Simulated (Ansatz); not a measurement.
`F[Si]1([SiH3])CS1` + `[OH][InH][Br]` → `[SiH3][O][InH][Br]` + `F[SiH]1CS1` at 700 K and 1 bar (cleavage of the Si–Si bond).

Program: Ansatz. Geometries: PBE0-D4/def2-TZVP. ΔE: electronic, gas phase. CCSD(T)/CBS adds triple-zeta CCSD(T) − MP2 to the extrapolated MP2 energy (def2 sets, frozen cores). Elements past krypton have def2 core potentials. For Br, In outer-core shells are correlated without core-valence functions, which leaves a few kJ/mol of doubt a bond. Scalar relativity is left out up to krypton. One conformer a species, not always the lowest.

```tsv
species	CCSD(T)/CBS energy (Eh)	H − E (kJ/mol)	S (J/(mol·K))
`F[Si]1([SiH3])CS1`	-1116.84905	232.0	486.0
`[OH][InH][Br]`	-2839.57190	102.1	396.8
`[SiH3][O][InH][Br]`	-3129.89321	167.8	499.1
`F[SiH]1CS1`	-826.56648	160.3	381.0
```

H − E and S are ideal-gas, rigid-rotor, harmonic terms from PBE0-D4/def2-TZVP, for one conformer and one mirror image of each species. 1 Eh = 2625.50 kJ/mol, R = 8.31446 J/(mol·K).

Task: By hand: ΔE, ΔH, ΔS and ΔG.

Result: ΔE = (-3129.89321) + (-826.56648) − (-1116.84905) − (-2839.57190) = -0.03874 Eh = -101.7 kJ/mol. Δ(H − E) = 167.8 + 160.3 − 232.0 − 102.1 = -6.0, so ΔH = -107.7 kJ/mol. ΔS = 499.1 + 381.0 − 486.0 − 396.8 = -2.7 J/(mol·K). ΔG = -107.7 − 700 × (-2.7)/1000 = -105.8 kJ/mol.

Task: By hand: the equilibrium constant, and the temperature at which ΔG would vanish if ΔH and ΔS stayed fixed.

Result: log₁₀ K = −ΔG/(RT ln 10) = 7.9. ΔG = 0 at ΔH/ΔS = 39889 K, far beyond where these terms or the molecules hold.

The number of gas molecules stays the same, so ΔS is small and ΔH decides. A doubt of 5 kJ/mol in ΔE shifts log₁₀ K by 0.4 here. Other conformers and mirror images would add mixing entropy, several J/(mol·K) or more a flexible species. Modes under 60 cm⁻¹, often nearly free rotors, make the harmonic entropy too high. These are equilibria of isolated gas molecules and say nothing of rates. Largest T1 diagnostic: 0.014 (customary marks: 0.02 for closed shells, 0.045 for open ones).
